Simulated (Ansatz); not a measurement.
`O[SiH2]SBF`. Total charge 0; spin multiplicity 1. All single points use the PBE0-D4/def2-TZVP geometry. It is one conformer, not always the lowest.

```xyz
9

O    -1.306    0.551    1.304
Si   -0.667    0.939   -0.154
S    -0.055   -0.787   -1.279
B     1.396   -1.214   -0.298
F     2.078   -2.295   -0.629
H    -2.055   -0.046    1.327
H     0.493    1.803    0.140
H    -1.654    1.606   -1.039
H     1.770   -0.557    0.628
```

Problem. What is the dipole moment at B3LYP/def2-TZVPP? (Estimate.)

Solution. Computed: 1.71 D, with components (-1.54, 0.64, 0.35) D in this frame, pointing from negative to positive charge.

Problem. And with PBE, r2SCAN, ωB97M-V? (Best estimate.)

Solution. Ansatz gave: PBE 1.65 D, r2SCAN 1.68 D, ωB97M-V 1.68 D.

Problem. Give the Mulliken charges with B3LYP, ωB97M-V, r2SCAN in def2-TZVPP. (Estimate.)

Solution. Ansatz gave: 
```tsv
atom	B3LYP	ωB97M-V	r2SCAN
O1	-0.37	-0.36	-0.40
Si2	0.51	0.40	0.53
S3	-0.24	-0.20	-0.24
B4	0.26	0.20	0.30
F5	-0.21	-0.21	-0.23
H6	0.19	0.18	0.20
H7	-0.06	-0.01	-0.06
H8	-0.08	-0.03	-0.09
H9	0.01	0.04	-0.02
```

B3LYP here is the variant with VWN-RPA as its local correlation; programs differ in this.
